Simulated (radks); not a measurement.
Values are calculated unless marked as measured or tabulated.
Effect of the nuclear size on neutral lead, [Hg] 6p2. Code: a radial shooting solver on a logarithmic mesh with Libxc functionals. Model: Dirac Kohn-Sham, exchange-only LDA, spin-unpolarised, spherical densities, finite nucleus; open shells are shared between the two j in proportion to 2j + 1; Fermi nuclear charge, rms radius 5.5012 fm. The rms radius is varied about that value; shifts are against it.

| rms radius (fm) | total energy shift (eV) | density at nucleus (e/bohr^3) | 1s1/2 shift (meV) | 2s1/2 shift (meV) | 5p1/2 shift (meV) | 6s1/2 shift (meV) | 6p1/2 shift (meV) | 6p3/2 shift (meV) | 7s1/2 (empty) shift (meV) |
|---|---|---|---|---|---|---|---|---|---|
| 4.5605 | -41.4 | 2.956e+06 | -16500 | -2510 | 0.386 | -3.13 | 0.280 | 0.311 | -0.202 |
| 5.3032 | -9.08 | 2.769e+06 | -3620 | -550 | 0.084 | -0.686 | 0.061 | 0.068 | -0.044 |
| 5.5012 | 0 | 2.725e+06 | 0.000 | 0.000 | 0.000 | 0.000 | 0.000 | 0.000 | 0.000 |
| 5.9908 | 23.3 | 2.626e+06 | 9260 | 1410 | -0.213 | 1.76 | -0.157 | -0.175 | 0.114 |
| 6.3484 | 40.9 | 2.56e+06 | 16300 | 2480 | -0.373 | 3.09 | -0.276 | -0.308 | 0.200 |

Slopes of the eigenvalues against <r^2> in GHz/fm^2, as finite differences over the two radii next to the reference (eigenvalue slopes, not the field-shift constants of lines): 1s1/2 401000, 2s1/2 60900, 5p1/2 -9.24, 6s1/2 76.1, 6p1/2 -6.80, 6p3/2 -7.56, 7s1/2 (empty) 4.92.
